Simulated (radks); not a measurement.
Neutral cobalt inside a hard spherical wall (all orbitals vanish at R), configuration held at [Ar] 3d7 4s2 and not refilled when levels cross. Calculated with a radial shooting solver on a logarithmic mesh with Libxc functionals: non-relativistic Kohn-Sham, PBE, spin-polarised, spherical densities, point nucleus; open shells are filled with parallel spins first. Eigenvalues in eV for spin up, with the zero of energy where the potential of the charges vanishes at infinity; a dash marks a level that is unbound or too diffuse for the functional's potential to be trusted. A positive occupied level is held by the wall or, in an anion where self-interaction has pushed it up, behind a barrier. The pressure on the wall is -dE/dV.

R (bohr)	E (hartree)	kinetic (hartree)	e(3s)	e(3p)	e(3d)	e(4s)	e(4p, empty)	e(5s, empty)	pressure (GPa)
free	-1382.47401	1381.421	-101.24	-66.433	-9.721	-5.608	-1.393	-	0
20	-1382.47401	1381.421	-101.24	-66.433	-9.721	-5.608	-1.393	-	< 0.0001
15	-1382.47401	1381.421	-101.24	-66.433	-9.721	-5.607	-1.390	0.270	< 0.0001
12	-1382.47399	1381.422	-101.24	-66.430	-9.718	-5.605	-1.369	0.726	0.000461
10	-1382.47375	1381.424	-101.22	-66.408	-9.696	-5.587	-1.294	1.550	0.00740
6	-1382.44529	1381.589	-100.26	-65.447	-8.762	-4.665	0.455	10.515	2.17
3.5	-1381.84215	1383.843	-93.167	-58.436	-1.993	5.457	14.207	58.662	168
3	-1381.16367	1386.103	-88.314	-53.676	2.796	14.625	25.399	92.656	523
2	-1374.68099	1406.665	-62.169	-27.417	31.721	85.087	103.05	294.70	9700
1.5	-1356.74329	1459.197	-16.727	20.355	84.873	238.38	257.67	648.28	71900
